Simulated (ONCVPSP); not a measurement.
**What one change does to a pseudopotential (Cs, ONCV)**

caesium, optimised norm-conserving Vanderbilt (ONCV), made with ONCVPSP 4.0.1 (LDA (Perdew-Zunger), scalar-relativistic). Core [Kr] 4d10, reference 5s2 5p6 5d1. Waves: 5s: rc 2.05 bohr, ncon 4, nbas 8, qcut 3.5 1/bohr, 2 projectors, debl 1.6 Ha; 5p: rc 3.00 bohr, ncon 5, nbas 8, qcut 5.2 1/bohr, 2 projectors, debl 3.9 Ha; 5d: rc 4.00 bohr, ncon 4, nbas 8, qcut 2.7 1/bohr, 1 projector; f scattering state at 0.07 Ha: rc 3.30 bohr, ncon 4, nbas 8, qcut 3.7 1/bohr, 2 projectors, debl 1.2 Ha. Local part: polynomial inside 1.30 bohr (lpopt 5, dvloc0 0 Ha). Core correction: none.

Change: d: qcut 2.1.

Cutoffs: the cutoffs (Ha) at which the residual kinetic energy of the hardest occupied pseudo-wave falls to 1 and 0.1 mHa per electron; they do not see the model core or the augmentation charge, which bear on the density cutoff. Errors are all-electron minus pseudo energies relative to the spin-unpolarised reference configuration.

Question: What does the change do?

Answer: The potential gets neither clearly harder nor softer (24 Ha and 41 Ha → 24 Ha and 41 Ha); both files keep a bound ghost (s); of the 4 tests that both files solve, the error grows in 4 and shrinks in 0 by more than 15 % and 0.3 meV (median size 1.6 → 3.1 meV).

```tsv
quantity	base	changed
cutoff, loose	24 Ha	24 Ha
cutoff, tight	41 Ha	41 Ha
loose cutoff by channel	s 24 Ha, p 7.4 Ha, d 2.7 Ha	s 24 Ha, p 7.4 Ha, d 3.0 Ha
bound ghosts	s	s
GHOST(+) flags under 300 eV	d at 60.1 eV, p at 106.7 eV	d at 64.4 eV, p at 106.7 eV
error for 5s2 5p6 5d0 6s1, meV [ΔE -1.72 eV]	+1.4	+2.7
error for 5s2 5p6 5d0, meV [ΔE 2.28 eV]	+2.6	+5.2
error for 5s2 5p6 5d0 6s0.5, meV [ΔE -0.17 eV]	+1.9	+3.6
error for 5s2 5p6 5d0.5 6s0.5, meV [ΔE -0.85 eV]	+0.5	+0.8
s: phases at 2.08 bohr within 0.05 rad from the reference energy up to (Ha; the scan ends near 5)	to the end of the scan	to the end of the scan
p: phases at 3.05 bohr within 0.05 rad from the reference energy up to (Ha; the scan ends near 5)	0.6	0.6
d: phases at 4.07 bohr within 0.05 rad from the reference energy up to (Ha; the scan ends near 5)	0.5	0.4
f: phases at 3.36 bohr within 0.05 rad from the reference energy up to (Ha; the scan ends near 5)	0.7	0.7
```

 A true bound ghost makes a file unfit for plane-wave use even where its test errors are small: the radial tests pick states by their node count and pass the ghost by.
